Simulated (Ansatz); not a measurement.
Input for Ansatz (a first-principles code): R-B3LYP/def2-TZVPP on GeH3NO (SMILES [NH2][Ge][OH]), a point of a torsion scan.

Ansatz 0.2 input:
```yaml
crystal:
  periodic: [false, false, false]
  atoms:
    - {symbol: N, position_ang: [-1.03130489, -0.04702487, 0.22205120]}
    - {symbol: Ge, position_ang: [0.36182938, -1.08926979, 0.72507526]}
    - {symbol: O, position_ang: [1.57689717, -0.09708865, -0.16429275]}
    - {symbol: H, position_ang: [-2.00674159, -0.23773385, 0.38790565]}
    - {symbol: H, position_ang: [-0.92927377, 0.75786696, -0.37742309]}
    - {symbol: H, position_ang: [2.47396955, -0.03753669, 0.15102018]}
basis:
  gaussian:
    orbitals: def2-TZVPP
hamiltonian:
  xc: {name: B3LYP}
scf: {lower_state_search: off}
```

The head of its log:

```
WARN ansatz: RAYON_NUM_THREADS=1 ignored (pool sized by the plan → 1); use --threads N
Functional definition: B3LYP
these checks for a lower state are left out or cut short: stability, starts, cluster_reference, orbital_swaps, neighbouring_geometries, increment
integrals: 0.06 GiB planned
872 factors; their error is unknown
mean field: 0.56 GiB planned
mean field evaluation 1: about -60094.1197 eV, gradient 9.0e1 eV
mean field evaluation 2: about -60038.3528 eV, gradient 1.7e2 eV
```

What total energy does the run end on?

-2208.9398 hartree.
